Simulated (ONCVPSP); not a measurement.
Tc, ONCV: configuration errors across variants

ONCVPSP 4.0.1 input, shortened (lines: element, Z, core and valence counts, functional; n l f; lmax; l rc ep ncon nbas qcut; lloc lpopt rc5 dvloc0; l nproj debl; icmod fcfact rcfact), LDA (Perdew-Zunger), fully relativistic:

```
  Tc 43.00    6    4        3      upf
    1    0    2.00
    2    0    2.00
    2    1    6.00
    3    0    2.00
    3    1    6.00
    3    2   10.00
    4    0    2.00
    4    1    6.00
    4    2    5.00
    5    0    1.75
    2
    0    1.60    0.00    4    7    8.50
    1    1.65    0.00    5    9    8.00
    2    1.65    0.00    4    8    6.50
    4    3    1.35    0.00
    0    2    2.10
    1    2    1.00
    2    1    3.90
    2    0.60    1.00
```

Open shells are filled in proportion to 2j + 1.

In the p channel the program set the typed energies aside and used -1.699, 0.250 Ha (j = l + 1/2; the other j can differ).

All-electron excitation energies from the reference (eV): (1) 4s2 4p6 4d5 5s2 -1.508; (2) 4s2 4p6 4d5 5s1 6.924; (3) 4s2 4p6 4d5 5s0 22.127; (4) 4s2 4p6 4d5 5s1 5p1 2.327.

2 further variants failed, have other tests or too few solved ones, and are left out.

Errors AE − PS in meV (a dash: test not solved or not reliable):

| change | (1) | (2) | (3) | (4) | bound ghosts | GHOST(+) flags above zero |
| --- | --- | --- | --- | --- | --- | --- |
| base | 0.0 | 0.0 | -1.1 | 0.0 | none | none |
| s: rc 1.62 | 0.0 | 0.0 | -1.3 | -0.1 | none | none |
| s: rc 2.08 | 0.0 | -0.5 | -4.4 | -0.4 | none | none |
| s: rc 2.34 | 0.0 | -0.7 | -6.1 | -0.7 | none | none |

Task: Give the same row for: s: rc 1.86.

Result: 0.0, -0.2, -2.7, -0.2; bound ghosts: none; GHOST(+) flags above zero: none.
